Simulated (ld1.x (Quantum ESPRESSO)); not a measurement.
An all-electron radial function and its pseudo partner (Te)

Columns: radius, all-electron u(r) and pseudo u(r) of the 4d shell (level -41.58 eV) of tellurium in the configuration [Kr] 4d10 5s2 5p4; Wu–Cohen, scalar-relativistic, TM scheme, ld1.x (Quantum ESPRESSO) 7.5.

| r (bohr) | all-electron | pseudo |
| --- | --- | --- |
| 0.103 | 0.3701 | -0.0125 |
| 0.205 | 0.5900 | -0.0903 |
| 0.308 | 0.2706 | -0.2650 |
| 0.410 | -0.2232 | -0.5104 |
| 0.513 | -0.6534 | -0.7691 |
| 0.615 | -0.9341 | -0.9715 |
| 0.718 | -1.0756 | -1.0862 |
| 0.820 | -1.1095 | -1.1126 |
| 0.923 | -1.0737 | -1.0744 |
| 1.025 | -0.9984 | -0.9985 |
| 1.128 | -0.9028 | -0.9028 |
| 1.230 | -0.8020 | -0.8020 |
| 1.332 | -0.7030 | -0.7030 |
| 1.435 | -0.6093 | -0.6093 |
| 1.538 | -0.5241 | -0.5241 |
| 1.640 | -0.4491 | -0.4491 |
| 1.743 | -0.3825 | -0.3825 |
| 1.845 | -0.3251 | -0.3251 |
| 1.948 | -0.2753 | -0.2753 |
| 2.050 | -0.2329 | -0.2329 |
| 2.153 | -0.1963 | -0.1963 |
| 2.255 | -0.1655 | -0.1655 |
| 2.358 | -0.1391 | -0.1391 |
| 2.460 | -0.1170 | -0.1170 |
| 2.562 | -0.0984 | -0.0984 |
| 2.665 | -0.0825 | -0.0825 |

(1) How many radial nodes do the two functions have?

(2) At about which radius was the pseudo-wave matched?

(3) Is the pseudo-wave norm-conserving?

Results:

(1) The all-electron 4d function has n − l − 1 = 1; the pseudo-wave has 0, since the states of the same l below it are removed with the core.

(2) 1.15 bohr. The columns agree to 0.0005 from 1.02 bohr on; several derivatives are matched, so the curves merge somewhat inside the radius.

(3) Yes: the TM scheme keeps the norm inside the radius equal to the all-electron one, which fixes the energy derivative of the logarithmic derivative at the level.
